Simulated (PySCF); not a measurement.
H₃O₄P, SMILES O=P(O)(O)O (connectivity only; charge and spin as stated), charge +1, multiplicity 2.

The structure is a stationary point at TPSSh-D3(BJ)/def2-SVP. The multiplicity is an assumed one; other spin states were not compared. One conformer was computed; it need not be the lowest.

The numbers are results of PBE/def2-TZVP run with PySCF, not measurements.

Computed frontier levels, dipole moment and polarisability:
```json
{
  "α spin, highest occupied and lowest empty level": "-14.51 and -6.53 eV",
  "β spin, highest occupied and lowest empty level": "-14.13 and -13.19 eV",
  "dipole_moment_about_the_centre_of_nuclear_charge": "0.466 e·Å",
  "mean_static_polarisability": "36.5 bohr³ (5.42 Å³)",
  "polarisability_principal_values": "34.6, 36.7, 38.4 bohr³",
  "⟨S²⟩": "0.753 (pure state 0.75)"
}
```
